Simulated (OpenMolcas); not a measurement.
## Ir+: from CASSCF to CASPT2

* Program: OpenMolcas 26.06
* Basis: ANO-RCC-VQZP [9s8p6d4f2g1h]
* Scalar Hamiltonian: DKH2, point nucleus
* Active space: 8 electrons in 11 orbitals (5d 6s 6d)
* State averaging: 2S+1 = 5 even, 15 roots (10 in the spin-orbit step); 2S+1 = 3 even, 45 roots kept (CI in the orbitals of an earlier block); 2S+1 = 1 even, 14 roots kept (CI in the orbitals of an earlier block)
* Spin-orbit coupling: RASSI with atomic mean-field integrals over the reference wave functions, term energies averaged over their components

Methods on the same reference wave functions:
A. CASSCF
B. SS-CASPT2, IPEA 0.25 Eh, imaginary shift 0.1 Eh (closed shells correlated: 5s 5p)
C. MS-CASPT2, IPEA 0.25 Eh, imaginary shift 0.1 Eh (closed shells correlated: 5s 5p)

Energies in cm-1 above 5d7 6s 5F5, the measured ground level; measured values from NIST Handbook of Basic Atomic Spectroscopic Data.

```json
{"Level": "5d7 6s 5F5", "A": "0.0", "B": "0.0", "C": "0.0", "Measured": "0.0"}
{"Level": "5d8 3F4", "A": "4708", "B": "3900", "C": "3910", "Measured": "2263"}
{"Level": "5d7 6s 5F4", "A": "5216", "B": "5020", "C": "5020", "Measured": "4788"}
{"Level": "5d8 3P2 [63 %]", "A": "5678", "B": "3790", "C": "3810", "Measured": ""}
{"Level": "5d7 6s 5F3", "A": "8925", "B": "8830", "C": "8830", "Measured": "8187"}
{"Level": "5d7 6s 5F2 [58 %]", "A": "10698", "B": "10140", "C": "10150", "Measured": "11307"}
{"Level": "5d7 6s 5F1 [53 %]", "A": "11448", "B": "12400", "C": "12370", "Measured": ""}
{"Level": "5d8 3F3", "A": "11740", "B": "11020", "C": "11030", "Measured": "9928"}
{"Level": "5d8 3P1 [52 %]", "A": "13604", "B": "10320", "C": "10290", "Measured": ""}
{"Level": "5d7 6s 3F4 [59 %]", "A": "15379", "B": "12490", "C": "12470", "Measured": ""}
{"Level": "5d8 3P0", "A": "16283", "B": "14290", "C": "14160", "Measured": ""}
{"Level": "5d7 6s 5P3", "A": "16395", "B": "13660", "C": "13660", "Measured": "12715"}
```

Deviations, from unrounded energies. A percentage is the sum of absolute deviations over the sum of measured energies, with the sign that they share, or ± where signs differ.

```
                        Against measurement  Levels      A      B      C
             mean absolute deviation (cm-1)       6   1600    950    950
      fine structure of the ground term (%)       3   ±7.3   ±8.4   ±8.4
other terms of the ground configuration (%)       1  +28.9   +7.4   +7.4
                   other configurations (%)       2  +34.9  +22.4  +22.5
```

B, C lie about equally close to measurement and A furthest from it. The largest miss of B in the table is 5d8 3F4, by +1600 cm-1. The ranking rests on the paired levels alone, and a cruder setting can come out closer through cancelling errors.

Between B and C the level of the table that moves most is 5d8 3P0, by 140 cm-1 (lowest in C, highest in B). Moves below CASPT2's spread within the term are not significant.

The two smallest mean deviations differ by little beside CASPT2's spread within terms, so their order carries little weight.

From A to B the spin-free energies of the other terms of 5d7 6s shown, above 5F, scale by factors of 0.73 to 0.74.

The lowest spin-free term lies below A's lowest term by 0.465 hartree in B, 0.465 hartree in C.

CASPT2 breaks the degeneracy within a term, and the mean is taken; among the terms shown or strongly mixed into the levels shown the widest spread is 1200 cm-1 (5d7 6s 3F, C). Some high roots are left out of the spin-orbit mixing, which shifts the levels that they would mix with. Terms from blocks run as CI alone lack orbitals of their own. Active for correlation alone: 6d; no level in the range computed is led by a configuration that fills it, so any true level of that kind is missing. No level of 5d6 6s2 was computed, though it lies in the active space. Without dynamic correlation excited terms often stand tens of per cent too high (terms of higher spin than the ground term too low), and those without a measured partner can miss by more than the paired ones (holds for A). The CASPT2 spread within a term exceeds the gap to the next term for 5d7 6s 3F and 5d8 1G, so the order of their levels is uncertain (holds for B; C). Measured partners are found by configuration, term and J. A level has none where our copy of the source lacks it or the pairing is in doubt (some pairs that miss far off the trend of their configuration count as doubtful), and it then counts in no deviation. Only configurations of the active space appear. The table leaves out levels that lie high or whose names do not pair safely across all columns.

A share in square brackets marks a mixed level and gives the weight of the term that names it, the lowest over the columns.
